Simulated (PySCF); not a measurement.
TlB and its ions

UHF-MP2; PySCF, scalar-relativistic core potentials, basis sets Tl def2-SVPD with ECP60, B def2-SVPD. Neutral (UHF): triplet (σ ↑, π ↑), Re = 2.476 Å, ωe = 371 cm⁻¹, De = 1.37 eV.

TlB⁺ (UHF): doublet (σ ↑), Re = 3.149 Å, ωe = 162 cm⁻¹. The energies at the minima are -196.15598 hartree for TlB and -195.93157 for TlB⁺.

(1) Work out the adiabatic ionisation energy, without and with harmonic zero-point energies (1 hartree = 27.2114 eV, 1 eV = 8065.5 cm⁻¹), and the change of the bond length.

Correlated steps freeze 5 core orbitals. Correlated levels converge slowly with the basis: in double zeta they bind strong bonds too weakly, by up to about 1 eV, and carry superposition errors of some tenths. These are scalar-relativistic numbers at best; spin–orbit coupling would shift them, the dissociation energy most. States were picked by a PBE0 search and need not be the measured ground states.

Results:

(1) At UHF-MP2: 0.22441 hartree = 6.107 eV between the minima; the zero-point term (162.0 − 371.0)/2 cm⁻¹ = -0.013 eV makes it 6.094 eV. Re changes by +67.3 pm against the neutral. The electron leaves a π orbital, and the ion is left as a loose complex of an ion and an atom.
